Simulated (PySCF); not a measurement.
Electronic structure of Sb⁻ (antimony, charge -1) at the UHF level

Configuration: [Kr] 4d10 5s2 5p4, high-spin 3P determinant. Computed with PySCF 2.14 in aug-cc-pwCVDZ-PP with ECP28MDF, with scalar relativity through the core potential.

| Item | Value |
| --- | --- |
| Total energy | -239.269744 hartree |
| One-electron energy | -425.0021 hartree |
| Hartree (Coulomb) energy | 204.2966 hartree |
| Exchange energy | -18.5643 hartree |
| ⟨S²⟩ | 2.0206 |
| ⟨L²⟩ | 2.039 |
| Sum of ⟨r⟩ | 35.09 bohr |
| Sum of ⟨r²⟩ | 84.43 bohr² |
| Traceless quadrupole moment −½Σ⟨3z² − r²⟩ along its main axis | -7.32 e·bohr² |

| shell | electrons | mean orbital energy (eV) | spread (eV) | rms radius, mean of both spins (bohr) |
| --- | --- | --- | --- | --- |
| 4s α | 1 | -171.07 | 0 | 0.849 |
| 4s β | 1 | -170.86 | 0 | 0.849 |
| 4p α | 3 | -118.48 | 0.369 | 0.917 |
| 4p β | 3 | -118.27 | 0.079 | 0.917 |
| 4d α | 5 | -37.586 | 0.406 | 1.11 |
| 4d β | 5 | -37.390 | 0.238 | 1.11 |
| 5s α | 1 | -12.810 | 0 | 2.55 |
| 5s β | 1 | -8.923 | 0 | 2.55 |
| 5p α | 3 | -2.478 | 1.206 | 3.63 |
| 5p β | 1 | -0.595 | 0 | 3.63 |

Energies and moments cover only the electrons outside the core potential.
